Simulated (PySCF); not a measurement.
GeH5Si, SMILES [SiH2][GeH3] (connectivity only; charge and spin as stated), charge +1, multiplicity 1.

The structure is a stationary point at B3LYP-D3(BJ)/def2-TZVP. The spin state was assumed, not searched. The isomer is the one that the SMILES or the coordinates give; other isomers of the formula were not compared.

The numbers are results of HF/def2-TZVPD (PySCF), not measurements.

The molecule is in vacuum.

Task: Estimate the frontier levels, gap, dipole moment and polarisability. (The exact figures need the calculation; the answer reports its results.)

Result: 
```
Item                                                               Value
------------------------------------------------  ----------------------
highest occupied level                                         -17.07 eV
lowest empty level                                              -5.87 eV
orbital gap                                                     11.20 eV
dipole moment about the centre of nuclear charge                  4.22 D
mean static polarisability                          50.9 bohr³ (7.55 Å³)
polarisability, principal values                  42.4, 47.5, 63.0 bohr³
```
